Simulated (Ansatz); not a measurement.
**Worked example: C2H3ClO + CH2BrI → C2H3IO + CH2BrCl**

Species: C2H3ClO (acetyl chloride) `CC(=O)Cl`, singlet; CH2BrI (bromoiodomethane) `BrCI`, singlet; C2H3IO (acetyl iodide) `CC(=O)I`, singlet; CH2BrCl `ClCBr`, singlet. The partners trade Cl for I; both sit on C, so the bond types are kept.

Shapes, held fixed at every level: PBE0-D4/def2-TZVP. Programs: Ansatz 0.2.0. The zero-point and thermal change to 298 K, harmonic and unscaled (PBE0-D4/def2-TZVP), is +0.6 kJ/mol.

At CCSD(T)/def2-TZVPP; 1 Eh = 2625.50 kJ/mol:

```
species   energy (Eh)
C2H3ClO   -612.737375
 CH2BrI  -2909.076229
 C2H3IO   -450.145501
CH2BrCl  -3071.663206
```

Q: Work out ΔH(298 K) of the reaction at this level.

A: 
1. Products less reactants: (-450.145501) + (-3071.663206) − [(-612.737375) + (-2909.076229)] = 0.004897 Eh = +12.9 kJ/mol.
2. With the thermal change: +12.9 + (+0.6) = +13.5 kJ/mol.

Other levels give +8.3 (B3LYP-D4/def2-TZVPP) to +20.3 kJ/mol (HF/def2-SVP). No measured value is set beside it here. For atoms past krypton def2 sets carry core potentials with scalar relativity. Relativity is left out for Br unless named. Correlated rows may include outer-core shells of Br, I, which these sets cover unevenly.
